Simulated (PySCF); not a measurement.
Orbital gap (eV) of eight silicon and germanium compounds: PBE beside CAM-B3LYP, computed with PySCF for isolated molecules in the bases named; differences from unrounded values. The eight are the first of their class met in an unordered collection, after screening for sound electronic states; none was chosen by its value. Each molecule has one DFT geometry for both levels.

| molecule | basis | CAM-B3LYP | PBE | difference |
|---|---|---|---|---|
| C2H8FNOSi, SMILES CC[Si@](N)(O)F | def2-TZVP | 10.73 | 6.13 | -4.60 |
| C2H6F2OSi, SMILES C([Si@H](F)CF)O | def2-TZVP | 10.17 | 5.16 | -5.01 |
| C4H5NSi, SMILES C#C[SiH](N)C#C | def2-TZVP | 9.48 | 4.70 | -4.78 |
| Si(Cl)3(OMe) (CH₃Cl₃OSi), SMILES Cl[Si](OC)(Cl)Cl | def2-TZVP | 11.24 | 6.06 | -5.18 |
| C4H12Si2, SMILES [SiH2]([SiH2]C)C(C)=C | def2-TZVP | 9.31 | 4.89 | -4.41 |
| C₂H₄ClNOSi, SMILES C[Si@H](OC#N)Cl | def2-TZVP | 11.05 | 6.22 | -4.83 |
| F2H5NSi2, SMILES [SiH3]N[SiH](F)F | def2-TZVP | 10.61 | 6.03 | -4.58 |
| Si(Cl)3(vinyl) (C2H3Cl3Si), SMILES C=C[Si](Cl)(Cl)Cl | def2-TZVP | 9.80 | 5.16 | -4.65 |

PBE lies below CAM-B3LYP in 8 and above it in 0 of the eight; the mean signed difference is -4.75 and the largest -5.18 eV.
